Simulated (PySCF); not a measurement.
C₃HBrF₂. Atoms are numbered in the order given.

```xyz
7

F     -2.8057     0.2412     1.0819
C     -2.1005    -0.0263     0.0000
F     -2.8057     0.2412    -1.0819
C     -0.8833    -0.5070     0.0000
C      0.3407    -0.9508     0.0000
Br     1.8784     0.1878     0.0000
H      0.6174    -2.0093     0.0000
```
Charge 0, spin multiplicity 1.

Geometry: B3LYP-D3(BJ)/def2-SVP.

Level of theory: PBE/def2-TZVP run with PySCF.

Isolated molecule, no solvent.

Problem. Estimate the frontier levels, gap, dipole moment and polarisability. (The exact figures need the calculation; the answer reports its results.)

Solution. 
highest occupied level: -6.64 eV
lowest empty level: -2.29 eV
orbital gap: 4.36 eV
dipole moment: 0.98 D
quadrupole, principal values (traceless, Buckingham form, about the centre of nuclear charge): -2.27, -2.09, 4.37 D·Å
mean static polarisability: 62.6 bohr³ (9.28 Å³)
polarisability, principal values: 40.0, 45.5, 102.3 bohr³
